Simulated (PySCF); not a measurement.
# `C=[P@](C=C)(C)/C=C\C`, C₇H₁₃P

Cartesian coordinates in Å; atom numbers follow the order of the lines, from 1:
```xyz
21

C    -2.091    1.307   -0.695
C    -1.110    0.445   -0.900
P    -0.373   -0.455    0.484
C    -0.773    0.303    1.963
C    -1.210   -2.076    0.441
C     1.282   -0.941   -0.150
C     2.231   -0.091   -0.530
C     2.018    1.373   -0.702
H    -2.435    1.498    0.309
H    -2.566    1.851   -1.496
H    -0.720    0.222   -1.886
H    -0.312    1.288    2.042
H    -0.461   -0.329    2.796
H    -0.772   -2.729    1.196
H    -1.112   -2.534   -0.542
H    -2.259   -1.909    0.679
H     1.526   -1.988   -0.002
H     3.225   -0.454   -0.763
H     1.073    1.670   -0.248
H     2.000    1.636   -1.760
H     2.831    1.931   -0.237
```

Computed with GIAO KT3/pcSseg-1 magnetisability, rotational g tensor and spin-rotation constants, non-relativistic, gas phase in PySCF. Geometry: GFN2-xTB.

Give the nuclear spin-rotation constants along the inertial axes (H = +C I·J) beside the isotropic shieldings.

Rotational constants 2.0756, 1.4005, 1.1164 GHz. A star marks the isotopologue with that one atom substituted, in its own axes.
| atom | isotope | Caa (kHz) | Cbb (kHz) | Ccc (kHz) | mean (kHz) | σ (ppm) |
| --- | --- | --- | --- | --- | --- | --- |
| P3 | 31P | 3.209 | 2.364 | 1.407 | 2.327 | 355.3 |
| H9 | 1H | -0.087 | -0.126 | 0.051 | -0.054 | 24.5 |
| H10 | 1H | -0.217 | 0.068 | -0.061 | -0.070 | 25.6 |
| H11 | 1H | -0.115 | -0.135 | 0.047 | -0.068 | 25.5 |
| H12 | 1H | -0.179 | -0.092 | -0.062 | -0.111 | 31.6 |
| H13 | 1H | -0.256 | -0.024 | -0.073 | -0.118 | 31.5 |
| H14 | 1H | -0.225 | 0.021 | -0.112 | -0.105 | 30.1 |
| H15 | 1H | -0.219 | -0.159 | 0.023 | -0.118 | 30.4 |
| H16 | 1H | 0.047 | -0.138 | -0.138 | -0.076 | 30.6 |
| H17 | 1H | -0.207 | 0.126 | -0.118 | -0.066 | 25.9 |
| H18 | 1H | 0.102 | -0.080 | -0.109 | -0.029 | 25.5 |
| H19 | 1H | 0.002 | -0.112 | -0.104 | -0.071 | 29.3 |
| H20 | 1H | -0.198 | -0.074 | -0.045 | -0.106 | 30.0 |
| H21 | 1H | -0.082 | -0.151 | -0.044 | -0.092 | 30.0 |
| C1 | 13C* | 0.465 | 0.484 | 0.402 | 0.450 | 57.7 |
| C2 | 13C* | 0.508 | 0.471 | 0.429 | 0.469 | 51.3 |
| C4 | 13C* | 0.246 | 0.169 | 0.152 | 0.189 | 181.2 |
| C5 | 13C* | 0.277 | 0.211 | 0.178 | 0.222 | 164.9 |
| C6 | 13C* | 0.668 | 0.593 | 0.221 | 0.494 | 56.2 |
| C7 | 13C* | 0.832 | 0.546 | 0.201 | 0.526 | 49.1 |
| C8 | 13C* | 0.358 | 0.199 | 0.156 | 0.238 | 162.6 |

For the geometry as given, no vibrational averaging.

How do the rotational constants and the g tensor change when H9, H10, H11, H12, H13, H14, H15, H16, H17, H18, H19, H20, H21 are replaced by deuterium?

Constants 1.6767, 1.1679, 0.9335 GHz; g -0.0121, -0.0128, -0.0053, against -0.0153, -0.0152, -0.0062 before.
